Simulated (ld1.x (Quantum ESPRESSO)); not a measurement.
**lanthanum: one change to a TM potential, before and after**

La, norm-conserving Troullier–Martins (Kleinman–Bylander form), made with ld1.x (Quantum ESPRESSO) 7.5 (PBE, fully relativistic). Core [Xe], reference 4f0 5d1 6s2 6p0. Waves: 6p (bound, empty): rc 4.20 bohr; 5d (bound): rc 3.60 bohr; 4f (bound, empty): rc 1.25 bohr; 6s (bound): rc 3.60 bohr. Local part: the s channel. Core correction: Bessel-smoothed model core inside 1.20 bohr.

Open shells are filled in proportion to 2j + 1 (rel_dist='average').

All-electron outer shells of the reference configuration (PBE, scalar-relativistic, ld1.x):

```tsv
shell	level (eV)	outermost node (bohr)	outermost maximum (bohr)
5s	-38.92	0.77	1.41
5p	-22.40	0.83	1.58
4f	-4.35	–	0.75
6s	-3.68	1.86	3.84
5d	-3.09	0.95	2.21
6p	-1.35	2.21	4.93
```

Change: wave 6s (bound): rc 3.60 bohr becomes 6s (bound): rc 4.90 bohr.

Cutoffs: the cutoffs (Ry, on a coarse ladder) from which the occupation-weighted sum of valence levels, in a spherical-Bessel basis at the reference potential, stays within 10 and 1 mRy of its value at 400 Ry; they do not see the model core or the augmentation charge, which bear on the density cutoff. Errors are all-electron minus pseudo energies relative to the spin-unpolarised reference configuration.

Problem. Predict the effect on cutoff, ghosts and configuration errors.

Solution. Both files are so soft that the ladder of cutoffs tells neither apart; of the 6 tests that both files solve, the error grows in 3 and shrinks in 2 by more than 15 % and 0.3 meV (median size 15.8 → 33.6 meV); neither file shows a bound ghost at the reference potential, the only one tested.

```csv
quantity,base,changed
"cutoff, loose",10 Ry,10 Ry
"cutoff, tight",12 Ry,12 Ry
bound ghosts,none,none
"tests counted (converged, no solver errors)",6 of 7,6 of 7
"error for 4f0 5d1 6s1 6p0, meV [ΔE 5.97 eV]",-5.2,-4.6
"error for 4f0 5d1 6s0 6p0, meV [ΔE 16.85 eV]",-53,-93
"error for 4f0 5d1 6s1.5 6p0, meV [ΔE 2.40 eV]",-0.8,-0.2
"error for 4f0 5d1 6s1 6p1, meV [ΔE 2.37 eV]",-5.8,-12
"error for 4f0 5d0 6s2 6p1, meV [ΔE 2.29 eV]",-123,-91
"error for 4f0 5d1 6s0 6p2, meV [ΔE 4.83 eV]",-26,-56
```

Base: The cutoffs count occupied waves only; the empty 4f level needs 180 Ry at the loose tolerance. Tests not counted: 4f1 5d0 6s2 6p0 (solver errors, printed error -39.9 eV). Changed file: The cutoffs count occupied waves only; the empty 4f level needs 180 Ry at the loose tolerance. Tests not counted: 4f1 5d0 6s2 6p0 (solver errors, printed error -67.2 eV).
